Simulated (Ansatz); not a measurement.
Mulliken charges of `O[SiH2]S[SiH2]Cl` from r2SCAN/def2-TZVPP in Ansatz (PBE0-D4/def2-TZVP geometry).

| atom | x (Å) | y (Å) | z (Å) | charge (e) |
| --- | --- | --- | --- | --- |
| O1 | -1.188 | 1.664 | -0.986 | -0.395 |
| Si2 | -0.943 | 0.059 | -1.171 | 0.541 |
| S3 | -1.081 | -1.022 | 0.686 | -0.319 |
| Si4 | 0.920 | -0.737 | 1.298 | 0.488 |
| Cl5 | 1.404 | 1.275 | 1.374 | -0.266 |
| H6 | -0.592 | 2.124 | -0.389 | 0.205 |
| H7 | -2.036 | -0.438 | -2.029 | -0.066 |
| H8 | 0.397 | -0.235 | -1.740 | -0.080 |
| H9 | 1.058 | -1.285 | 2.664 | -0.055 |
| H10 | 1.886 | -1.344 | 0.357 | -0.052 |

Problem. By hand: the dipole of these point charges (1 e Å = 4.8032 D).

Solution. Σ q r = (0.204, -0.374, -0.167) e Å, of length 0.458 e Å = 2.20 D.

Problem. How does the dipole of the full density compare? (Estimate.)

Solution. The calculation gave: (0.206, -0.118, 0.021) e Å, 1.14 D; the point charges give 1.93 times that, at 41° from its direction.

Point charges leave out the atoms' own dipoles, such as those of lone pairs, and Mulliken's split depends on the basis, so the two needn't agree.
